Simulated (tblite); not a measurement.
C4H12B2N2.
SMILES with atom numbers: `[BH2:1][NH:2][BH:3][N:4]1[CH2:5][CH2:6][CH2:7][CH2:8]1` (hydrogens: H9, H10 on B1; H11 on N2; H12 on B3; H13, H14 on C5; H15, H16 on C6; H17, H18 on C7; H19, H20 on C8)

Structure used (GFN2-xTB), in Å, numbered top down from 1:
```
atom  x, y, z in Å
B1     3.0397    0.7212    0.0799
N2     2.5193   -0.5378   -0.2147
B3     1.2167   -1.0759   -0.5420
N4    -0.0032   -0.4558   -0.3120
C5    -1.2752   -1.0789   -0.6641
C6    -2.3239    0.0201   -0.5102
C7    -1.7474    0.8471    0.6336
C8    -0.2529    0.8322    0.3153
H9     2.3630    1.6750    0.1105
H10    4.1958    0.8190    0.2777
H11    3.2229   -1.2605   -0.2798
H12    1.1859   -2.1505   -1.0250
H13   -1.2391   -1.4849   -1.6767
H14   -1.4891   -1.9072    0.0239
H15   -2.3750    0.6226   -1.4182
H16   -3.3142   -0.3773   -0.2958
H17   -1.9373    0.3509    1.5863
H18   -2.1507    1.8568    0.6782
H19    0.3701    0.9526    1.2036
H20   -0.0107    1.6419   -0.3833
```

All values are computed: GFN2-xTB (tblite) harmonic vibrations without scaling, gas phase. Against measured fundamentals such values can be off by several per cent, at times by over 20. Modes of hydrogen on boron can be 10 to 20 % off. One conformer, not necessarily the lowest.

Harmonic wavenumbers (cm⁻¹): 26.7, 96.1, 156.8, 194.0, 246.7, 283.2, 316.5, 380.6, 454.1, 578.0, 636.4, 758.7, 810.3, 830.4, 865.2, 879.2, 889.9, 924.5, 944.2, 978.8, 991.2, 1016.1, 1086.5, 1106.3, 1125.0, 1141.8, 1162.9, 1191.5, 1202.2, 1219.6, 1228.9, 1286.8, 1293.9, 1313.4, 1315.4, 1321.8, 1406.7, 1461.7, 1480.1, 1486.7, 1495.5, 1503.2, 2554.8, 2574.2, 2645.1, 2887.6, 2902.9, 2970.5, 2973.0, 2984.7, 2997.7, 3016.7, 3021.0, 3428.5.

A = 4742, B = 1256, C = 1036 MHz; mass 110.119 u (most abundant isotopes); point group C1, symmetry number 1.

Task: Zero-point energy?

Result: Half the sum of the wavenumbers: 37022 cm⁻¹ = 442.88 kJ/mol.

Task: Entropy at 200 K, 1 bar (ideal gas, RRHO, classical rotation)?

Result: Translation 159.19, rotation 113.62, vibration 64.95: S = 337.8 J/(mol K).

Task: And Cp and H(200 K) − H(0)?

Result: Cp = 102.48 J/(mol K), of which vibrations give 69.23 (their classical limit is 54 R = 449.0); H(200 K) − H(0) = 13.48 kJ/mol without the zero-point energy, 6.83 from vibrations.

Task: How do the functions run with temperature in this model?

Result: 
```tsv
T (K)	S (J/(mol K))	Cp (J/(mol K))	H − H(0) (kJ/mol)	G − H(0) (kJ/mol)	ln q(vib)
100	280.2	67.9	4.98	-23.04	1.67
300	387.1	145.5	25.81	-90.33	5.78
500	482.7	232.6	63.95	-177.38	10.19
800	612.5	318.7	147.82	-342.15	17.08
1000	687.8	355.6	215.45	-472.32	21.56
```

q(vib) and H(0) count from the zero-point level.

Task: Which modes carry the vibrational entropy at 200 K?

Result: 26.7 cm⁻¹: 22.04; 96.1 cm⁻¹: 11.55; 156.8 cm⁻¹: 7.74; 194.0 cm⁻¹: 6.19; 246.7 cm⁻¹: 4.56; 283.2 cm⁻¹: 3.70 J/(mol K); the other 48 give 9.17 together.

Task: Blend soft modes into free rotors: weight 1/[1 + (100 cm⁻¹/ν̃)⁴] for the oscillator and the rest for a rotor with moment μB/(μ + B), μ = h/(8π²ν), B = 10⁻⁴⁴ kg m². What vibrational entropy results?

Result: 58.43 J/(mol K) in place of 64.95, which changes −T·S at 200 K by +1.30 kJ/mol.

Hindered rotation and anharmonicity are outside this model. Other conformers, if any are populated, would add a mixing term that is left out. The structure is chiral; the term R ln 2 for an equal mix with its mirror image is left out.

On one thread, Intel Xeon at 2.50 GHz (x86_64), no GPU, on a shared host, this took 1.8 s wall. The figure is for the frequency step alone.
